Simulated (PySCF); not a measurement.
**Working out the ionisation energy of V⁺**

V⁺ [Ar] 3d4 (5D) → V²⁺ [Ar] 3d3 (4F). All numbers are calculated (PySCF 2.14, the spin-free X2C one-electron Hamiltonian (Gaussian nucleus), in x2c-TZVPPall with one added diffuse shell each of s, p, d, f type (7s6p5d3f1g, 80 functions)). Frozen: [Ne]. Energies in hartree (1 hartree = 27.21139 eV):

```json
{"part": "UHF", "V⁺ (lower)": "-947.907250", "V²⁺ (upper)": "-947.423044"}
{"part": "CCSD correlation", "V⁺ (lower)": "-0.346868", "V²⁺ (upper)": "-0.301057"}
{"part": "(T)", "V⁺ (lower)": "-0.007804", "V²⁺ (upper)": "-0.005490"}
```

Question: What does Hartree-Fock give?

Answer: (-947.423044) − (-947.907250) = 0.484206 hartree = 13.176 eV.

Question: What do CCSD and CCSD(T) give?

Answer: The CCSD correlation energies differ by 0.045811 hartree = 1.247 eV and the triples by 0.002314 hartree = 0.063 eV, so CCSD gives 14.423 eV and CCSD(T) 14.486 eV.

Reference: 14.634 ± 0.007 eV (measured; NIST Atomic Spectra Database, ionization energies), between the lowest levels; spin-orbit coupling is absent from the calculation.

What remains against the reference includes basis incompleteness, the frozen core and higher excitations.
